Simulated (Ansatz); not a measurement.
```xyz
11

C    -0.632   -0.153   -1.790
C     0.026    0.212   -0.505
C    -0.134   -0.408    0.673
Al    0.815    0.227    2.228
H     0.116   -0.379   -2.558
H    -1.222    0.686   -2.175
H    -1.287   -1.018   -1.675
H     0.698    1.072   -0.562
H    -0.814   -1.262    0.682
H     1.768    1.485    2.030
H     0.665   -0.461    3.652
```

The species carries charge 0 and has multiplicity 1.

Problem. List the ωB97M-V/def2-TZVPP orbital energies in eV (Ansatz). (An estimate is asked.)

Solution. Computed: Occupied: -1531.65, -281.94, -281.38, -280.76, -116.29, -75.97, -75.76, -75.74, -24.86, -21.80, -17.98, -15.24, -14.30, -14.23, -13.38, -12.42, -10.49, -10.22, -9.86. Lowest empty: 0.21, 2.29, 2.51, 2.95, 3.16, 3.49, 4.24, 4.72.
